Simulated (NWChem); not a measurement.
Molecule: CH2ClNOSi; SMILES [SiH2](N=C=O)Cl

```xyz
7

Si    -0.8814    -0.6896     0.0410
Cl     0.7433    -1.9553    -0.0177
N     -0.3500     0.9341    -0.0332
C      0.1331     2.0313    -0.0196
O      0.5883     3.1038    -0.0142
H     -1.6012    -0.9057     1.3200
H     -1.7385    -0.9668    -1.1369
```
Atoms are numbered in this order, from 1.

All runs: NWChem. Structure relaxed at the PBE0/def2-SVP level. Level: PBE/def2-SVP with SMD (1 M gas to 1 M solution), gas-phase geometry. Reactions with the solvent are ignored.

For solvent acetonitrile:

| Property | Result |
|---|---|
| solvation free energy (kcal/mol) | -1.5 |
| cavity-dispersion-structure term (kcal/mol) | 0.1 |
| dipole in solution (D) | 1.94 |

Q: How do the values read with solvent water instead?

A: 
| Property | Value |
|---|---|
| solvation free energy (kcal/mol) | 3.5 |
| cavity-dispersion-structure term (kcal/mol) | 5.8 |
| dipole in solution (D) | 2.09 |
